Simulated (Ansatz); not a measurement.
Basis-set extrapolation for `CC(C)[Si](F)(F)C(C)C` (PBE0-D4/def2-TZVP geometry, frozen core, the Gaussian-basis code of Ansatz). Multiplicity 1, RHF reference.

|  | def2-TZVPP | def2-QZVPP |
| --- | --- | --- |
| HF | -723.528433 | -723.558163 |
| MP2 correlation | -1.675030 | -1.799068 |
| CCSD(T) correlation | -1.812103 | not run |

Energies in hartree. Use E(X) = E(∞) + A·exp(−7.88·√X) for Hartree–Fock and E(X) = E(∞) + B·X^(−2.97) for correlation, with X = 3 and 4, and add CCSD(T) minus MP2 of the smaller set to the MP2 limit.

Task: What is the CCSD(T) energy at the basis-set limit?

Result: HF limit: -723.558163 + (-0.029730) × 0.13774 = -723.56226. MP2 limit: -1.799068 + (-0.124038) × 0.74074 = -1.89095. Higher-order term: -1.812103 − (-1.675030) = -0.13707. Total: -725.59028 hartree, 655.7 kJ/mol below CCSD(T)/def2-TZVPP.
